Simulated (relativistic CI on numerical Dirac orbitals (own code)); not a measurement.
Slater and spin-orbit integrals, Xe¹⁹⁺

Computed by Dirac-Coulomb-Breit CI, orbitals from a KLI potential per configuration, model QED, unscaled Slater integrals (own radial code, finite nucleus).

Slater integrals F^k, G^k are unscaled and averaged over j, outside the closed core [Ar] 3d10; ζ comes from projecting the Hamiltonian with its Breit term on Σ l·s of the shell.

- 4s²4p⁵: ζ(4p) = 84431 cm⁻¹; <r>(4p) = 0.6812, <r^2>(4p) = 0.5236 (bohr units).
- 4s²4p⁴4d: F^2(4p,4p) = 152200, ζ(4p) = 84706, F^2(4p,4d) = 146830, G^1(4p,4d) = 185070, G^3(4p,4d) = 117690, ζ(4d) = 9663.7 cm⁻¹; <r>(4p) = 0.681, <r^2>(4p) = 0.5234, <r>(4d) = 0.7074, <r^2>(4d) = 0.5709 (bohr units).
- 4s4p⁵4d: G^1(4s,4p) = 200020, ζ(4p) = 84587, G^2(4s,4d) = 145180, F^2(4p,4d) = 146790, G^1(4p,4d) = 185030, G^3(4p,4d) = 117660, ζ(4d) = 9740.9 cm⁻¹; <r>(4s) = 0.6582, <r^2>(4s) = 0.4861, <r>(4p) = 0.6811, <r^2>(4p) = 0.5235, <r>(4d) = 0.7076, <r^2>(4d) = 0.5712 (bohr units).

Averages of the first 10 configurations, taken without configuration mixing, which lowers the lowest level and can move excited configurations by several eV; other configurations of the list can lie among them:

| Configuration | Parity | States | Average energy above the lowest level (eV) |
| --- | --- | --- | --- |
| 4s²4p⁵ | odd | 6 | 6.7 |
| 4s4p⁶ | even | 2 | 77.7 |
| 4s²4p⁴4d | even | 150 | 99.9 |
| 4s4p⁵4d | odd | 120 | 168.0 |
| 4s²4p⁴4f | odd | 210 | 201.3 |
| 4s4p⁵4f | even | 168 | 269.6 |
| 4p⁶4d | even | 10 | 242.9 |
| 4s4p⁴4d² | even | 1350 | 260.3 |
| 4s²4p³4d4f | even | 2800 | 294.9 |
| 4p⁶4f | odd | 14 | 344.7 |
